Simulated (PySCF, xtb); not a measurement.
AlCl, SMILES [Cl][Al] (connectivity only; charge and spin as stated), neutral, multiplicity 1.

GFN2-xTB (xtb) at its own geometry gives an orbital gap of 2.70 eV and a dipole moment of 0.97 D.

Geometry: PBE0-D3(BJ)/def2-TZVPD.

Question: What does CAM-B3LYP/def2-TZVPD run with PySCF give? (Estimate from the structure and the level; the computed values follow.)

Answer: gap 7.54 eV (levels -8.24 and -0.70 eV), dipole 1.73 D.
